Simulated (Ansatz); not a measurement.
Ansatz (an electronic-structure program) input (B3LYP-D3(BJ)/def2-TZVP):

Ansatz 0.2 input:
```yaml
crystal:
  periodic: [false, false, false]
  atoms:
    - {symbol: V, position_ang: [-0.00000000, -0.00000000, -0.50250505]}
    - {symbol: F, position_ang: [0.00000000, 0.00000000, 1.28417956]}
basis:
  gaussian:
    orbitals: def2-TZVP
hamiltonian:
  xc: b3lyp
  dispersion: d3bj
magnetization: {spin_polarized: true, initial_magnetization: 4}
phonons: {temperatures: {t_min: 298.15, t_max: 298.15, t_step: 100}}
```

Output:

```
Functional definition: B3LYP
integrals: 0.02 GiB planned
633 factors; their error is unknown
mean field: 0.25 GiB planned
mean field evaluation 1: about -28397.6200 eV, gradient 4.8e1 eV
mean field evaluation 2: about -28354.4446 eV, gradient 1.1e2 eV
mean field evaluation 4: about -28404.3052 eV, gradient 1.3e1 eV
mean field evaluation 8: about -28404.8509 eV, gradient 8.5e-1 eV
mean field evaluation 16: about -28405.6936 eV, gradient 1.0e-1 eV
mean field evaluation 32: about -28405.8511 eV, gradient 2.6e-5 eV
mean field evaluation 64: about -28405.7709 eV, gradient 3.9e-1 eV
mean field -28405.85112200 eV, -1043.8957745560 hartree, gradient 7.1e-6 eV, S^2 6.005856; 5 other end points of the search recorded, 0 dependent functions left out
the calculation of the forces begins
reference -28405.85131454 eV, -1043.8957816316 hartree; 18, 14 occupied and 58, 62 virtual orbitals, 633 factors
these checks for a lower state are left out or cut short: stability, starts, cluster_reference, orbital_swaps, neighbouring_geometries, increment
integrals: 0.02 GiB planned
633 factors; their error is unknown
mean field: 0.25 GiB planned
mean field -28405.85112200 eV, -1043.8957745560 hartree, gradient 4.8e-7 eV, S^2 6.005856; 0 other end points of the search recorded, 0 dependent functions left out
the calculation of the forces begins
reference -28405.85131453 eV, -1043.8957816315 hartree; 18, 14 occupied and 58, 62 virtual orbitals, 633 factors
these checks for a lower state are left out or cut short: stability, starts, cluster_reference, orbital_swaps, neighbouring_geometries, increment
integrals: 0.02 GiB planned
633 factors; their error is unknown
mean field: 0.25 GiB planned
mean field -28405.85112200 eV, -1043.8957745560 hartree, gradient 4.8e-7 eV, S^2 6.005856; 0 other end points of the search recorded, 0 dependent functions left out
the calculation of the forces begins
reference -28405.85131453 eV, -1043.8957816315 hartree; 18, 14 occupied and 58, 62 virtual orbitals, 633 factors
these checks for a lower state are left out or cut short: stability, starts, cluster_reference, orbital_swaps, neighbouring_geometries, increment
integrals: 0.02 GiB planned
633 factors; their error is unknown
mean field: 0.25 GiB planned
mean field -28405.85112200 eV, -1043.8957745560 hartree, gradient 6.4e-7 eV, S^2 6.005856; 0 other end points of the search recorded, 0 dependent functions left out
the calculation of the forces begins
reference -28405.85131453 eV, -1043.8957816315 hartree; 18, 14 occupied and 58, 62 virtual orbitals, 633 factors
these checks for a lower state are left out or cut short: stability, starts, cluster_reference, orbital_swaps, neighbouring_geometries, increment
integrals: 0.02 GiB planned
633 factors; their error is unknown
mean field: 0.25 GiB planned
mean field evaluation 96: about -28405.8511 eV, gradient 1.3e-4 eV
mean field -28405.85112200 eV, -1043.8957745560 hartree, gradient 6.4e-7 eV, S^2 6.005856; 0 other end points of the search recorded, 0 dependent functions left out
the calculation of the forces begins
reference -28405.85131453 eV, -1043.8957816315 hartree; 18, 14 occupied and 58, 62 virtual orbitals, 633 factors
these checks for a lower state are left out or cut short: stability, starts, cluster_reference, orbital_swaps, neighbouring_geometries, increment
integrals: 0.02 GiB planned
633 factors; their error is unknown
mean field: 0.25 GiB planned
mean field -28405.85105234 eV, -1043.8957719962 hartree, gradient 3.0e-6 eV, S^2 6.005845; 0 other end points of the search recorded, 0 dependent functions left out
the calculation of the forces begins
reference -28405.85124482 eV, -1043.8957790697 hartree; 18, 14 occupied and 58, 62 virtual orbitals, 633 factors
these checks for a lower state are left out or cut short: stability, starts, cluster_reference, orbital_swaps, neighbouring_geometries, increment
integrals: 0.02 GiB planned
633 factors; their error is unknown
mean field: 0.25 GiB planned
mean field -28405.85104835 eV, -1043.8957718493 hartree, gradient 2.7e-6 eV, S^2 6.005868; 0 other end points of the search recorded, 0 dependent functions left out
the calculation of the forces begins
reference -28405.85124094 eV, -1043.8957789269 hartree; 18, 14 occupied and 58, 62 virtual orbitals, 633 factors
these checks for a lower state are left out or cut short: stability, starts, cluster_reference, orbital_swaps, neighbouring_geometries, increment
integrals: 0.02 GiB planned
633 factors; their error is unknown
mean field: 0.25 GiB planned
mean field -28405.85112200 eV, -1043.8957745560 hartree, gradient 4.8e-7 eV, S^2 6.005856; 0 other end points of the search recorded, 0 dependent functions left out
the calculation of the forces begins
reference -28405.85131453 eV, -1043.8957816315 hartree; 18, 14 occupied and 58, 62 virtual orbitals, 633 factors
these checks for a lower state are left out or cut short: stability, starts, cluster_reference, orbital_swaps, neighbouring_geometries, increment
integrals: 0.02 GiB planned
633 factors; their error is unknown
mean field: 0.25 GiB planned
mean field -28405.85112200 eV, -1043.8957745560 hartree, gradient 4.8e-7 eV, S^2 6.005856; 0 other end points of the search recorded, 0 dependent functions left out
the calculation of the forces begins
reference -28405.85131453 eV, -1043.8957816315 hartree; 18, 14 occupied and 58, 62 virtual orbitals, 633 factors
these checks for a lower state are left out or cut short: stability, starts, cluster_reference, orbital_swaps, neighbouring_geometries, increment
integrals: 0.02 GiB planned
633 factors; their error is unknown
mean field: 0.25 GiB planned
mean field evaluation 128: about -28405.7755 eV, gradient 8.2e-2 eV
mean field -28405.85112200 eV, -1043.8957745560 hartree, gradient 6.4e-7 eV, S^2 6.005856; 0 other end points of the search recorded, 0 dependent functions left out
the calculation of the forces begins
reference -28405.85131453 eV, -1043.8957816315 hartree; 18, 14 occupied and 58, 62 virtual orbitals, 633 factors
these checks for a lower state are left out or cut short: stability, starts, cluster_reference, orbital_swaps, neighbouring_geometries, increment
integrals: 0.02 GiB planned
633 factors; their error is unknown
mean field: 0.25 GiB planned
mean field -28405.85112200 eV, -1043.8957745560 hartree, gradient 6.4e-7 eV, S^2 6.005856; 0 other end points of the search recorded, 0 dependent functions left out
the calculation of the forces begins
reference -28405.85131453 eV, -1043.8957816315 hartree; 18, 14 occupied and 58, 62 virtual orbitals, 633 factors
these checks for a lower state are left out or cut short: stability, starts, cluster_reference, orbital_swaps, neighbouring_geometries, increment
integrals: 0.02 GiB planned
633 factors; their error is unknown
mean field: 0.25 GiB planned
mean field -28405.85104835 eV, -1043.8957718493 hartree, gradient 2.7e-6 eV, S^2 6.005868; 0 other end points of the search recorded, 0 dependent functions left out
the calculation of the forces begins
reference -28405.85124094 eV, -1043.8957789269 hartree; 18, 14 occupied and 58, 62 virtual orbitals, 633 factors
these checks for a lower state are left out or cut short: stability, starts, cluster_reference, orbital_swaps, neighbouring_geometries, increment
integrals: 0.02 GiB planned
633 factors; their error is unknown
mean field: 0.25 GiB planned
mean field -28405.85105234 eV, -1043.8957719962 hartree, gradient 3.0e-6 eV, S^2 6.005845; 0 other end points of the search recorded, 0 dependent functions left out
the calculation of the forces begins
reference -28405.85124482 eV, -1043.8957790697 hartree; 18, 14 occupied and 58, 62 virtual orbitals, 633 factors
Total energy: -28405.87848969 eV, -1043.8967803000 hartree
Atom 0 at    -0.000000    -0.000000    -0.502505 Å, force     0.000000     0.000000     0.000209 eV/Å
Atom 1 at     0.000000     0.000000     1.284180 Å, force    -0.000000    -0.000000    -0.000209 eV/Å
Dipole moment:     0.000000    -0.000000    -0.763278 e Å
Vibrations: 671.30 cm⁻¹, zero-point energy 0.041615 eV
```

The spin state was set by rule; other spins were not relaxed.
